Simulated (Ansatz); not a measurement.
One change: `O/C=C(/F)I` becomes `F/C(I)=C\I`.

Ansatz, PBE0-D4/def2-TZVP geometries, multiplicity 1. Each molecule was computed in one conformer, which needn't be the lowest.

Elements past krypton have def2 core potentials.

| property | `O/C=C(/F)I` |
| --- | --- |
| LUMO energy (PBE0/def2-TZVPP) / eV | -1.04 |
| HOMO–LUMO gap (PBE/def2-TZVPP) / eV | 3.52 |
| zero-point energy (PBE0-D4/def2-TZVP) / kJ/mol | 103.6 |
| LUMO energy (ωB97M-V/def2-TZVPP) / eV | 0.96 |
| ideal-gas entropy at 298 K and 1 bar (rigid rotor, harmonic PBE0-D4/def2-TZVP) / J/(mol·K) | 326 |
| HOMO energy (PBE/def2-TZVPP) / eV | -5.47 |

Question: Give the same properties after the change, and the shifts. (Estimate.)

Answer: Computed: 
```json
{"property": "LUMO energy (PBE0/def2-TZVPP) / eV", "`F/C(I)=C\\I`": "-1.69", "shift": "-0.65"}
{"property": "HOMO–LUMO gap (PBE/def2-TZVPP) / eV", "`F/C(I)=C\\I`": "3.34", "shift": "-0.18"}
{"property": "zero-point energy (PBE0-D4/def2-TZVP) / kJ/mol", "`F/C(I)=C\\I`": "64.1", "shift": "-39.5"}
{"property": "LUMO energy (ωB97M-V/def2-TZVPP) / eV", "`F/C(I)=C\\I`": "0.31", "shift": "-0.65"}
{"property": "ideal-gas entropy at 298 K and 1 bar (rigid rotor, harmonic PBE0-D4/def2-TZVP) / J/(mol·K)", "`F/C(I)=C\\I`": "354", "shift": "28"}
{"property": "HOMO energy (PBE/def2-TZVPP) / eV", "`F/C(I)=C\\I`": "-5.90", "shift": "-0.43"}
```

With PBE0 the HOMO falls by 0.29 eV and the LUMO falls by 0.65 eV, so the gap narrows by about 0.36 eV. PBE moves the HOMO by -0.43 eV and ωB97M-V by -0.17 eV. The zero-point energy changes by -39.5 kJ/mol with -3 modes.

Spin–orbit coupling is left out; it splits and shifts lone-pair levels of the heavy atoms by tenths of an eV.
